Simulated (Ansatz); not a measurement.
`[F][Al]([SH])[Cl]` + NH₃ → `[NH2][Al]([SH])[Cl]` + H–F at 700 K and 1 bar (ligand exchange at the Al–F bond).

Calculated with Ansatz (gas phase, PBE0-D4/def2-TZVP geometries, no zero-point term in ΔE). CCSD(T)/CBS is the MP2 limit (def2-TZVPP, def2-QZVPP) plus CCSD(T) − MP2 in def2-TZVPP, frozen cores. This one scheme is used for every species. Each species was taken in one conformer, which may not be the lowest.

```
              species  CCSD(T)/CBS energy (Eh)  H − E (kJ/mol)  S (J/(mol·K))
  `[F][Al]([SH])[Cl]`              -1200.16071            90.0          402.4
                  NH₃                -56.50880           116.9          226.5
`[NH2][Al]([SH])[Cl]`              -1156.24062           162.6          436.9
                  H–F               -100.39570            45.2          198.5
```

H − E and S are ideal-gas, rigid-rotor, harmonic terms from PBE0-D4/def2-TZVP, for one conformer and one mirror image of each species. 1 Eh = 2625.50 kJ/mol, R = 8.31446 J/(mol·K).

Problem. By hand: ΔE, ΔH, ΔS and ΔG.

Solution. ΔE = (-1156.24062) + (-100.39570) − (-1200.16071) − (-56.50880) = 0.03319 Eh = 87.1 kJ/mol. Δ(H − E) = 162.6 + 45.2 − 90.0 − 116.9 = 0.9, so ΔH = 88.0 kJ/mol. ΔS = 436.9 + 198.5 − 402.4 − 226.5 = 6.5 J/(mol·K). ΔG = 88.0 − 700 × (6.5)/1000 = 83.5 kJ/mol.

Problem. By hand: the equilibrium constant, and the temperature at which ΔG would vanish if ΔH and ΔS stayed fixed.

Solution. log₁₀ K = −ΔG/(RT ln 10) = -6.2. ΔG = 0 at ΔH/ΔS = 13538 K, far beyond where these terms or the molecules hold.

The number of gas molecules stays the same, so ΔS is small and ΔH decides. A doubt of 5 kJ/mol in ΔE shifts log₁₀ K by 0.4 here. Other conformers and mirror images would add mixing entropy, several J/(mol·K) or more a flexible species. These are equilibria of isolated gas molecules and say nothing of rates. Largest T1 diagnostic: 0.011 (customary marks: 0.02 for closed shells, 0.045 for open ones).
